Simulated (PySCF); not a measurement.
Electron correlation in Ge²⁺ (germanium, charge +2)

Starting occupation: [Ar] 3d9 4s2 5s1, 3d3/2 with m_j = -3/2, -1/2, +1/2, +3/2, 3d5/2 with m_j = -3/2, -1/2, +1/2, +3/2, +5/2, 5s1/2 with m_j = +1/2. Computed with PySCF 2.14 in x2c-TZVPall-2c with one added diffuse shell each of s, p, d type (7s8p5d1f, 63 functions), with X2C-1e with screened-nucleus spin-orbit coupling, Gaussian nucleus. Frozen: [Ne]; 20 electrons correlated.

MP2 pair energies summed by pair of shells (mhartree):

```csv
pair,energy,share (%)
3d-3p,-66.04,27.0
3d-3d,-63.17,25.8
4s-4s,-28.40,11.6
3p-3p,-23.57,9.6
3d-4s,-16.23,6.6
3d-3s,-14.16,5.8
3p-3s,-10.47,4.3
4s-5s,-10.15,4.1
3p-4s,-8.19,3.3
3d-5s,-1.51,0.6
3s-3s,-1.37,0.6
3p-5s,-0.76,0.3
3s-4s,-0.75,0.3
3s-5s,-0.06,0.0
```

Total MP2 correlation energy: -244.84 mhartree.

The GHF reference relaxed away from the jj start to a determinant that is no pure jj level (⟨S²⟩ = 2.00, ⟨J²⟩ = 12.03); the energies belong to that determinant.

This basis was not built for core-valence correlation, so the inner-shell part is incomplete.
